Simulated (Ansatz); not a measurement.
Computed with Ansatz on PBE0-D4/def2-TZVP structures; ΔE is electronic, products minus reactants. CBS: MP2 limit from def2 TZ/QZ plus the TZ coupled-cluster correction, frozen cores. This one scheme is used for every species. DFT in def2-TZVPP. HSE06 is defined as in plane-wave codes. One conformer a species, not always the lowest.

Reaction (hydrogenolysis of the Al–F bond): `[F][Al]([F])[O][SiH3]` + H₂ → `[F][AlH][O][SiH3]` + H–F

```csv
level,ΔE (kcal/mol)
r2SCAN0-D4,37.2
HSE06,34.1
CCSD(T)/def2-SVP,36.5
HF/CBS(def2),36.5
```

Q: What does CCSD(T)/CBS give? (An estimate is asked.)

A: Computed: +36.7 kcal/mol. The listed levels differ from it by 0.5, -2.6, -0.2, -0.2 kcal/mol.

Largest T1 diagnostic among the species: 0.012.

From r2SCAN to r2SCAN0 (25 % exact exchange), in def2-TZVPP and without D4, ΔE moves by −1.0 kcal/mol. Leaving LDA and LC-ωPBE aside and taking each functional with its dispersion term where it has one, the values, not all of them listed here, spread over 3.8 kcal/mol, from HSE06-D4 to r2SCAN-D4. LDA lies −0.8 kcal/mol from PBE without D4.
